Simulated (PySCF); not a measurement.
## ORD: SMILES C(=C(C)C#N)=CF, C5H4FN

Cartesian coordinates in Å; atom numbers follow the order of the lines, from 1:
```xyz
11

C    -1.449   -0.710    0.128
C    -0.344    0.300    0.009
C     0.926    0.005   -0.096
C     2.183   -0.284   -0.215
F     3.005   -0.426    0.842
C    -0.740    1.664   -0.004
N    -1.085    2.756   -0.012
H    -1.043   -1.718    0.129
H    -2.001   -0.542    1.051
H    -2.143   -0.598   -0.705
H     2.697   -0.444   -1.154
```

Computed, not measured: PySCF, TDDFT CAM-B3LYP/def2-SVPD circular dichroism and optical rotation, one conformer, gas phase. Geometry: GFN2-xTB.

No stereocentre is labelled: unless the shape is locked (an allene, a helicene, a hindered biaryl), the mirror image is equally populated and a measured rotation or CD is zero.

Q: Give the optical rotatory dispersion at 633, 589.3, 546, 436, 405, 365, 355 nm.

A: [α] in deg dm⁻¹ (g/mL)⁻¹:
```csv
λ (nm),origin-invariant length gauge,modified velocity gauge,length gauge (centre of mass),isotropic polarisability (au)
633,+42.1,+37.4,+39.5,70.3
589.3,+49.8,+44.3,+46.7,70.7
546,+59.8,+53.3,+56.1,71.2
436,+107.0,+96.3,+100.8,73.3
405,+132.2,+119.6,+124.8,74.3
365,+183.5,+167.6,+173.6,76.1
355,+201.8,+184.9,+191.2,76.7
```

Q: And for the mirror image at 589.3 nm?

A: -49.8 deg dm⁻¹ (g/mL)⁻¹ (origin-invariant length gauge): the same size and the opposite sign.

Q: What is the molar rotation [Φ] = [α]·M/100 of the geometry above at 589.3 nm?

A: With M = 97.09 g/mol, +48.3 deg cm² dmol⁻¹ (origin-invariant length gauge).

The first excitation lies at 4.72 eV (262 nm) with R = +0.6 × 10⁻⁴⁰ esu² cm² (velocity form).
